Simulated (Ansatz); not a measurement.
A run for Ansatz (a first-principles code): R-CCSD(T)/aug-cc-pVDZ on BFH4O (a complex), monomers drawn apart or pushed together.

Ansatz 0.2 input:
```yaml
crystal:
  periodic: [false, false, false]
  atoms:
    - {symbol: B, position_ang: [-0.32077891, 0.54307438, 1.32237923]}
    - {symbol: F, position_ang: [-0.58585563, -0.69212587, 0.77599864]}
    - {symbol: H, position_ang: [0.71386174, 1.04776723, 0.98142700]}
    - {symbol: H, position_ang: [-1.28113066, 1.23265026, 1.53135889]}
    - {symbol: O, position_ang: [0.29478736, 0.17987297, 3.67789194]}
    - {symbol: H, position_ang: [1.03956817, -0.43755075, 3.65181085]}
    - {symbol: H, position_ang: [-0.45317357, -0.29801862, 4.06358099]}
basis:
  gaussian:
    orbitals: aug-cc-pVDZ
magnetization: {spin_polarized: false}
correlation: {method: ccsd_t, electrons: outside_noble_gas}
scf: {lower_state_search: off}
```

It printed:

```
WARN ansatz: RAYON_NUM_THREADS=1 ignored (pool sized by the plan → 1); use --threads N
Functional definition: HF
these checks for a lower state are left out or cut short: stability, starts, cluster_reference, orbital_swaps, neighbouring_geometries, increment
integrals: 0.14 GiB planned
990 factors; integrals over basis functions are off by at most 7.6e-4 eV
mean field: 0.20 GiB planned
mean field evaluation 1: about -5476.8168 eV, gradient 3.8e1 eV
mean field evaluation 2: about -5476.8151 eV, gradient 3.8e1 eV
mean field evaluation 4: about -5479.5614 eV, gradient 2.6e0 eV
mean field evaluation 8: about -5479.5876 eV, gradient 1.1e-1 eV
mean field -5479.58771640 eV, -201.3711343797 hartree, gradient 3.1e-6 eV, S^2 0.000000; 0 other end points of the search recorded, 0 dependent functions left out
3 core orbitals not correlated
reference -5479.58771640 eV, -201.3711343797 hartree; 10, 10 occupied and 92, 92 virtual orbitals, 990 factors
second order -14.12265047 eV of doubles, -0.00000000 eV of singles
coupled cluster: 0.50 GiB planned
cycle   1  -14.35229963 eV  change   -2.3e-1 eV  update   9.2e-2
cycle   2  -14.69807691 eV  change   -3.5e-1 eV  update   2.6e-2
cycle   3  -14.79705205 eV  change   -9.9e-2 eV  update   1.4e-2
cycle   4  -14.79191936 eV  change    5.1e-3 eV  update   3.3e-3
cycle   5  -14.78966506 eV  change    2.3e-3 eV  update   1.5e-3
cycle   6  -14.79048921 eV  change   -8.2e-4 eV  update   4.5e-4
cycle   7  -14.79038564 eV  change    1.0e-4 eV  update   1.5e-4
cycle   8  -14.79029644 eV  change    8.9e-5 eV  update   4.8e-5
cycle   9  -14.79030424 eV  change   -7.8e-6 eV  update   1.8e-5
perturbative correction -0.35343297 eV, -0.0129884221 hartree
Total energy: -5494.73145361 eV, -201.9276564574 hartree
Checks for a lower state left out: stability, starts, cluster_reference, orbital_swaps, neighbouring_geometries, increment
```

The run converged.

Cost: roughly 7 core-seconds.
